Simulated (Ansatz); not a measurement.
## SiH3I (SMILES [SiH3]I): methods side by side

SiH3I: 5 atoms, total charge 0, spin state singlet. As SMILES, `[SiH3]I`. The coordinates come from a PBE0-D4/def2-TZVP relaxation.

```xyz
5

Si   -0.1656    0.0693   -0.0773
I     1.9077   -0.9233    0.7378
H    -1.1444    0.0890    1.0339
H    -0.6713   -0.7557   -1.1984
H     0.1235    1.4470   -0.5373
```

Each level gives the energy change with the Si1–H5 bond stretched from 1.481 to 2.221 Å (eV). The values are calculated.

```tsv
level	kind	program	value (eV)	less FCI/STO-3G
HF/STO-3G (restricted)	Hartree–Fock	Ansatz	4.08	+1.19
SVWN5/STO-3G (restricted)	LDA	Ansatz	3.01	+0.12
PBE/STO-3G (restricted)	GGA	Ansatz	2.90	+0.01
r2SCAN/STO-3G (restricted)	meta-GGA	Ansatz	3.11	+0.22
B3LYP/STO-3G (restricted)	global hybrid	Ansatz	3.13	+0.24
CAM-B3LYP/STO-3G (restricted)	range-separated hybrid	Ansatz	3.37	+0.48
B2PLYP/STO-3G (restricted)	double hybrid	Ansatz	3.29	+0.40
CCSD/STO-3G (restricted)	coupled cluster or CI	Ansatz	2.93	+0.04
FCI/STO-3G	exact in the basis	Ansatz	2.89	0.00
```

FCI/STO-3G is exact within its basis and frozen core, so for wave-function methods in that basis the difference is their error; functionals converge differently with the basis, so for them it is only a difference. A spin-restricted reference rises too steeply as a bond breaks; here HF/STO-3G, CAM-B3LYP/STO-3G lie well above the multireference or unrestricted value. All-electron rows without a relativistic Hamiltonian named are non-relativistic. The first shape isn't each level's own minimum. The values span 2.89 to 4.08 eV. All rows use very small basis sets, so none should be taken for the real molecule's value. In the correlated wave-function rows the outer d shell of I is correlated, in sets not made for it.
